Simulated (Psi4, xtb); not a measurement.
Interaction energy of H4Si ··· CS2 (SMILES [SiH4] and S=C=S), singlet. Monomers: optimised at B3LYP-D3(BJ) (def2-TZVP), held rigid. Orientation: lowest of the rigid-body minima from ten starts at GFN2-xTB. Only R, the distance of the centres of mass, is varied, so the lowest point isn't the relaxed dimer.

Computed with: MP2/aug-cc-pVDZ = DF-MP2/aug-cc-pVDZ, frozen core, counterpoise-corrected (Psi4 1.11); GFN1-xTB (xtb); SAPT0/jun-cc-pVDZ, frozen core (Psi4).

Interaction energies in kcal/mol:

| R / Å | MP2/aug-cc-pVDZ | GFN1-xTB |
|---|---|---|
| 3.11 | 3.36 | -5.53 |
| 3.36 | -0.01 | -5.10 |
| 3.57 | -1.12 | -4.11 |
| 3.75 | -1.43 | -3.24 |
| 3.93 | -1.45 | -2.50 |
| 4.18 | -1.27 | -1.73 |
| 4.41 | -1.04 | -1.24 |
| 4.78 | -0.71 | -0.77 |
| 5.25 | -0.42 | -0.46 |
| 5.98 | -0.19 | -0.22 |
| 6.96 | -0.08 | -0.09 |
| 8.22 | -0.03 | -0.03 |

Problem. Estimate the SAPT0/jun-cc-pVDZ values at these points.

Solution. 3.11: 4.68; 3.36: 1.18; 3.57: -0.11; 3.75: -0.59; 3.93: -0.76; 4.18: -0.75; 4.41: -0.65; 4.78: -0.45; 5.25: -0.27; 5.98: -0.13; 6.96: -0.05; 8.22: -0.02 (kcal/mol).
